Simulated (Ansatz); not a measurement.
Cost and result for the atomization energy of CH5SSb, SMILES `[CH3][SbH][SH]` (8 atoms, 7 bonds).

Z-matrix (Å, degrees):
```
C
Sb 1 2.155
H 1 1.089 2 110.7
H 1 1.090 2 108.5 3 120.4
H 1 1.092 2 108.9 3 -120.6
S 2 2.429 1 97.3 3 -49.3
H 2 1.715 1 93.2 3 46.7
H 6 1.343 2 96.2 1 49.8
```

Total charge 0; spin multiplicity 1. Correlated methods include outer-core shells of Sb, which these sets cover unevenly. Sb: def2 effective core potential. Geometry: relaxed with PBE0-D4/def2-TZVP. It is one conformer, not always the lowest. Program: Ansatz. All runs use 2 threads of an Arm Neoverse V1 on a shared host. Times are those of one run each, without the atoms' runs, and a repeat can differ threefold. Electronic energies, without spin–orbit coupling; frozen cores. CCSD(T)/CBS adds CCSD(T) − MP2 in def2-TZVPP to the MP2 limit, and its time is that of the two runs behind it. T1 = 0.012. With those shells the extrapolation isn't a true limit. HSE06 is the plane-wave form, built on full-range PBE exchange.

CCSD(T)/CBS is a level of theory with its own doubt, some kJ/mol a heavy atom from the limit and from the frozen cores, so smaller differences don't rank the functionals.

```json
{"level": "LDA (SPW92)/def2-TZVPP", "functions": "193", "wall time": "1.4 s"}
{"level": "BLYP-D4/def2-TZVPP", "functions": "193", "wall time": "2.4 s"}
{"level": "revPBE-D4/def2-TZVPP", "functions": "193", "wall time": "2.5 s"}
{"level": "BHLYP-D4/def2-TZVPP", "functions": "193", "wall time": "3.5 s"}
{"level": "HSE06-D4/def2-TZVPP", "functions": "193", "wall time": "3.8 s"}
{"level": "CAM-B3LYP-D4/def2-TZVPP", "functions": "193", "wall time": "3.9 s"}
{"level": "CCSD(T)/def2-SVP", "functions": "83", "wall time": "4 s"}
{"level": "r2SCANh-D4/def2-TZVPP", "functions": "193", "wall time": "6.5 s"}
{"level": "ωB97X-V/def2-TZVPP", "functions": "193", "wall time": "11 s"}
{"level": "ωB97M-V/def2-TZVPP (with forces)", "functions": "193", "wall time": "15 s"}
{"level": "MP2/def2-QZVPP", "functions": "359", "wall time": "21 s"}
{"level": "CCSD(T)/def2-TZVPP", "functions": "193", "wall time": "100 s"}
{"level": "CCSD(T)/CBS(def2)", "functions": "–", "wall time": "2.1 min"}
```

What atomization energy does each give, and how far from CCSD(T)/CBS? (Best estimate.)

Computed: 
| level | atomization (kJ/mol) | difference from CCSD(T)/CBS | per bond |
| --- | --- | --- | --- |
| LDA (SPW92)/def2-TZVPP | 2765.9 | 341.2 | 48.7 |
| BLYP-D4/def2-TZVPP | 2423.6 | -1.1 | -0.2 |
| revPBE-D4/def2-TZVPP | 2397.8 | -26.9 | -3.8 |
| BHLYP-D4/def2-TZVPP | 2359.3 | -65.4 | -9.3 |
| HSE06-D4/def2-TZVPP | 2408.3 | -16.4 | -2.3 |
| CAM-B3LYP-D4/def2-TZVPP | 2418.6 | -6.1 | -0.9 |
| CCSD(T)/def2-SVP | 2211.0 | -213.7 | -30.5 |
| r2SCANh-D4/def2-TZVPP | 2398.0 | -26.7 | -3.8 |
| ωB97X-V/def2-TZVPP | 2437.8 | 13.1 | 1.9 |
| ωB97M-V/def2-TZVPP (with forces) | 2419.4 | -5.3 | -0.8 |
| MP2/def2-QZVPP | 2377.3 | -47.4 | -6.8 |
| CCSD(T)/def2-TZVPP | 2345.6 | -79.1 | -11.3 |
| CCSD(T)/CBS(def2) | 2424.7 | 0.0 | 0.0 |

From BLYP to BHLYP (50 % exact exchange), in def2-TZVPP and without D4, the atomization energy moves by −50.8 kJ/mol: exact exchange takes away binding that semilocal exchange gives to molecules. At CCSD(T), def2-SVP lies −213.7 kJ/mol from the extrapolated value and def2-TZVPP −79.2 kJ/mol: correlation converges slowly with the basis, and small sets miss more of it in the bonded molecule than in its fragments. In def2-TZVPP, CCSD(T) changes the Hartree–Fock value by +661.7 kJ/mol (the triples alone add +38.9 kJ/mol) and MP2 by +646.2 kJ/mol; breaking electron pairs costs correlation energy, which Hartree–Fock lacks.
